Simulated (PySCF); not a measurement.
C3H9BClN, SMILES N(C)(C)B(Cl)C.

The structure is a stationary point at B3LYP-D3(BJ)/def2-SVP. One conformer was computed; it need not be the lowest.

Method: B3LYP-D3(BJ)/def2-SVP run with PySCF 2.14.0.

Frequencies are harmonic and unscaled.

```tsv
mode	ν (cm⁻¹)	IR (km/mol)	moving atoms (share of kinetic energy)
1	62	0.3	H 85 %
2	119	0.3	C 48 %, H 44 %
3	147	0.4	H 83 %, N 12 %
4	170	0.1	H 94 %
5	249	1.2	C 43 %, Cl 30 %, H 19 %
6	286	3.2	H 46 %, N 30 %, B 14 %, C 9 %
7	308	1.4	C 47 %, H 28 %, Cl 17 %
8	387	5.8	C 36 %, Cl 31 %, H 22 %, N 9 %
9	442	0.8	C 48 %, H 30 %, N 13 %
10	468	4.5	B 46 %, H 31 %, N 21 %
11	579	14.1	C 48 %, H 21 %, Cl 15 %
12	807	8.7	H 53 %, C 31 %, B 13 %
13	876	11.2	H 56 %, B 24 %, C 19 %
14	978	7.1	H 37 %, C 37 %, N 14 %, B 11 %
15	1053	125.3	B 61 %, H 23 %, C 13 %
16	1078	2.5	H 67 %, C 27 %
17	1113	0.0	H 80 %, C 20 %
18	1170	94.1	H 53 %, B 27 %, C 20 %
19	1174	2.0	H 68 %, C 20 %, N 12 %
20	1244	70.0	N 58 %, C 23 %, H 15 %
21	1327	56.9	H 68 %, C 26 %
22	1430	4.1	H 86 %, C 13 %
23	1437	6.8	H 93 %
24	1443	96.1	H 61 %, C 18 %, N 12 %, B 9 %
25	1448	7.9	H 96 %
26	1466	1.0	H 97 %
27	1467	12.8	H 89 %
28	1475	12.7	H 94 %
29	1477	9.7	H 97 %
30	1554	171.6	H 41 %, N 36 %, B 22 %
31	2996	30.0	H 97 %
32	3003	100.2	H 96 %
33	3024	4.4	H 96 %
34	3051	59.1	H 91 %, C 9 %
35	3057	11.8	H 90 %, C 10 %
36	3088	9.6	H 91 %, C 9 %
37	3137	11.1	H 91 %, C 9 %
38	3167	9.1	H 91 %, C 9 %
39	3174	3.1	H 91 %, C 9 %
```
